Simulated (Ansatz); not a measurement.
Two isomers of C3H6FNSi: A = `CC[Si]1(F)C=N1`, B = `F[SiH2]C1C=NC1`.

Isolated molecules relaxed with PBE0-D4/def2-TZVP in Ansatz; ΔE leaves out vibrations. CBS: MP2 limit from def2 TZ/QZ plus the TZ coupled-cluster correction, frozen cores. Functionals use def2-TZVPP. B3LYP here is the variant with VWN-RPA as its local correlation; programs differ in this. Each species was taken in one conformer, which may not be the lowest.

Task: Which is lower in electronic energy at CCSD(T)/CBS, and by how much? (An estimate is asked.)

Result: Ansatz gave: A, by 51.0 kJ/mol.

Task: Give E(B) − E(A) in kJ/mol with HF/def2-TZVPP, PBE-D4, B3LYP-D4, PBE0-D4, B3LYP, B2PLYP, r2SCAN-D4. (An estimate is asked.)

Result: The calculation gave: HF/def2-TZVPP 45.9, PBE-D4 50.9, B3LYP-D4 53.8, PBE0-D4 49.4, B3LYP 54.4, B2PLYP 54.4, r2SCAN-D4 60.4. None reverses the order clearly.

Largest T1 diagnostic: 0.012.
